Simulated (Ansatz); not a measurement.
Frontier orbitals of C$_{8}$H$_{14}$O$_{2}$ (`CC(=O)OC1CCCCC1`).

```tsv
atom	x (Å)	y (Å)	z (Å)
C1	-3.225	-2.129	-0.030
C2	-2.118	-1.302	-0.610
O3	-2.074	-0.904	-1.744
O4	-1.169	-1.065	0.304
C5	-0.040	-0.283	-0.122
C6	1.115	-0.602	0.798
C7	2.394	0.069	0.283
C8	2.108	1.406	-0.415
C9	0.867	2.065	0.169
C10	-0.376	1.207	-0.092
H11	-2.828	-3.081	0.328
H12	-3.986	-2.302	-0.786
H13	-3.660	-1.616	0.830
H14	0.200	-0.591	-1.143
H15	0.870	-0.245	1.804
H16	1.246	-1.683	0.872
H17	3.075	0.226	1.124
H18	2.910	-0.602	-0.409
H19	1.950	1.243	-1.487
H20	2.975	2.066	-0.331
H21	1.010	2.200	1.246
H22	0.723	3.064	-0.248
H23	-0.848	1.484	-1.037
H24	-1.118	1.372	0.696
```

The species carries charge 0 and has multiplicity 1. The geometry is a stationary point of PBE0-D4/def2-TZVP. It is one conformer, not always the lowest. Basis def2-TZVPP, Ansatz.

Orbital energies of one run (eV). Highest occupied ones, from the top: -6.33, -6.98, -7.15, -7.78, -7.80, -8.41, -8.61, -9.01, -9.20, -9.35, -9.61, -9.94, -10.06, -10.72. Empty: -0.91, 0.04, 0.57, 0.68, 1.13, 1.43.

Q: Which functional gave them?
A. r2SCANh
B. BHLYP
C. LDA (SPW92)
D. LC-ωPBE

A: C. HOMO energies: LDA (SPW92) -6.33, BHLYP -9.36, LC-ωPBE -10.57, r2SCANh -7.07 eV.

LC-ωPBE has ω = 0.4 bohr⁻¹.
